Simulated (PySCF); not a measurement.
SMILES [Ge]([Cl])([Cl])([Cl])[NH][Si](Cl)(Cl)Cl, singlet, CAM-B3LYP/def2-SVP optimised geometry.

```
10

Si     1.75    -0.79    -0.13
Cl     0.74    -2.55     0.04
Cl     2.74    -0.74    -1.92
Cl     3.16    -0.63     1.35
N      0.62     0.49     0.00
Ge    -1.19     0.49     0.00
Cl    -2.01    -0.46     1.73
Cl    -1.75     2.55     0.00
Cl    -1.99    -0.47    -1.73
H      1.00     1.43     0.06
```

Density from PySCF with CAM-B3LYP/def2-TZVP at that geometry.

Minimum of the electron density along straight lines between bonded atoms, close to the bond critical point (lines longer than 1.1 times the sum of covalent radii, or with two minima, are not listed):

| bond | length / Å | ρ at the minimum / e bohr⁻³ | ∇²ρ there / e bohr⁻⁵ | position (fraction from the first atom) |
|---|---|---|---|---|
| Si1–Cl2 | 2.040 | 0.106 | 0.21 | 0.36 |
| Si1–Cl3 | 2.045 | 0.105 | 0.20 | 0.36 |
| Si1–Cl4 | 2.044 | 0.105 | 0.20 | 0.36 |
| Si1–N5 | 1.712 | 0.138 | 0.54 | 0.40 |
| N5–Ge6 | 1.812 | 0.147 | 0.45 | 0.53 |
| Ge6–Cl7 | 2.129 | 0.112 | 0.16 | 0.43 |
| Ge6–Cl8 | 2.135 | 0.111 | 0.16 | 0.43 |
| Ge6–Cl9 | 2.129 | 0.112 | 0.16 | 0.43 |
| N5–H10 | 1.019 | 0.324 | -1.58 | 0.74 |
